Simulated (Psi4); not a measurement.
A dimer, N2 ··· H3ClSi (SMILES N#N and [SiH3]Cl); the first 2 atoms form monomer A.

```
7

N      0.5455     0.0000     0.0000
N     -0.5455     0.0000     0.0000
Si     1.6282     0.2184    -2.5104
Cl    -0.3460     0.7516    -2.8066
H      2.2924     0.1338    -3.8257
H      1.6622    -1.0911    -1.8307
H      2.2711     1.2503    -1.6738
```

What interaction energy does SAPT0/jun-cc-pVDZ, frozen core (Psi4) give, and which attractive term is the largest?

Total 8.61 kcal/mol: electrostatics -7.39, exchange 23.44, induction -2.51, dispersion -4.93. The most attractive term is electrostatics.
